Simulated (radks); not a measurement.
The numbers below are computed, except where a source is named.
All-electron atom: the chromium ion Cr2+ in [Ar] 3d4 (the NIST ground configuration).

Code: a radial shooting solver on a logarithmic mesh with Libxc functionals. Model: scalar-relativistic Kohn-Sham, LB94 model potential, spin-polarised, spherical densities, finite nucleus; open shells are filled with parallel spins first; Fermi nuclear charge, rms radius 3.6452 fm.

Energy parts (hartree):
kinetic: 1065.64104
electron-nucleus: -2495.20337
Hartree: 428.15760
(The LB94 potential has no energy functional, so no total or exchange-correlation energy is given.)

Orbitals (lengths in bohr, moments of r in powers of bohr; r(max) is where P^2 peaks; r(90%) holds 90 % of the orbital's charge):
[
 {"orbital": "1s up", "occ.": "1", "eigenvalue (hartree)": "-219.4323", "r(90%)": "0.113", "<1/r>": "23.92", "r(max)": "0.04160"},
 {"orbital": "1s down", "occ.": "1", "eigenvalue (hartree)": "-219.4334", "r(90%)": "0.113", "<1/r>": "23.92", "r(max)": "0.04160"},
 {"orbital": "2s up", "occ.": "1", "eigenvalue (hartree)": "-26.11317", "r(90%)": "0.452", "<1/r>": "5.052", "r(max)": "0.2436"},
 {"orbital": "2s down", "occ.": "1", "eigenvalue (hartree)": "-26.13620", "r(90%)": "0.452", "<1/r>": "5.053", "r(max)": "0.2436"},
 {"orbital": "2p up", "occ.": "3", "eigenvalue (hartree)": "-22.21716", "r(90%)": "0.424", "<1/r>": "4.976", "r(max)": "0.1973"},
 {"orbital": "2p down", "occ.": "3", "eigenvalue (hartree)": "-22.23560", "r(90%)": "0.423", "<1/r>": "4.976", "r(max)": "0.1973"},
 {"orbital": "3s up", "occ.": "1", "eigenvalue (hartree)": "-3.80564", "r(90%)": "1.35", "<1/r>": "1.566", "r(max)": "0.7755"},
 {"orbital": "3s down", "occ.": "1", "eigenvalue (hartree)": "-3.70349", "r(90%)": "1.36", "<1/r>": "1.559", "r(max)": "0.7769"},
 {"orbital": "3p up", "occ.": "3", "eigenvalue (hartree)": "-2.76498", "r(90%)": "1.48", "<1/r>": "1.438", "r(max)": "0.7952"},
 {"orbital": "3p down", "occ.": "3", "eigenvalue (hartree)": "-2.66993", "r(90%)": "1.50", "<1/r>": "1.427", "r(max)": "0.7978"},
 {"orbital": "3d up", "occ.": "4", "eigenvalue (hartree)": "-1.17481", "r(90%)": "2.02", "<1/r>": "1.112", "r(max)": "0.8109"},
 {"orbital": "3d down", "occ.": "0", "eigenvalue (hartree)": "-1.10556", "r(90%)": "2.12", "<1/r>": "1.084", "r(max)": "0.8209"}
]

The highest occupied level is 3d up at -31.968 eV. The density falls to 0.001 e/bohr^3 at r = 3.04 bohr. The spin density at the nucleus is 0.6146 e/bohr^3 (1s 0.0525, 2s -0.0557, 3s 0.6178). The electron density at the nucleus is 1.151e+04 e/bohr^3 (large components only). Summed over all electrons, <r^2> = 16.29 bohr^2, which gives a Langevin (diamagnetic) susceptibility term of -12.9 x 10^-6 cm^3/mol.
